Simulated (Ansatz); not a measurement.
Frontier orbitals of C2H5FOSi2, SMILES `O[SiH2]C#C[SiH2]F`.

Cartesian coordinates in Å:
```
O -2.792 0.061 1.300
Si -1.795 -1.076 0.666
C -0.208 -0.339 0.115
C 0.833 0.154 -0.270
Si 2.413 0.885 -0.797
F 2.314 1.295 -2.336
H -3.024 0.815 0.756
H -2.386 -1.743 -0.521
H -1.531 -2.046 1.748
H 3.494 -0.113 -0.652
H 2.683 2.107 -0.011
```

The species carries charge 0 and has multiplicity 1. The structure was optimised at the PBE0-D4/def2-TZVP level. It is one conformer, not always the lowest. Basis def2-TZVPP, Ansatz 0.2.0.

Orbital energies of one run (eV). Highest occupied ones, from the top: -7.63, -7.65, -8.31, -9.01, -9.10, -9.74, -10.09, -10.58, -11.42, -11.53, -12.20, -13.31, -14.88, -15.63. Empty: -2.01, -1.87, 0.18, 0.52, 0.57, 0.74.

Which functional gave them?
A. LC-ωPBE
B. r2SCAN0
C. B97M-V
D. ωB97X-V

C. HOMO energies: B97M-V -7.63, ωB97X-V -10.89, r2SCAN0 -8.73, LC-ωPBE -11.30 eV.

LC-ωPBE has ω = 0.4 bohr⁻¹.
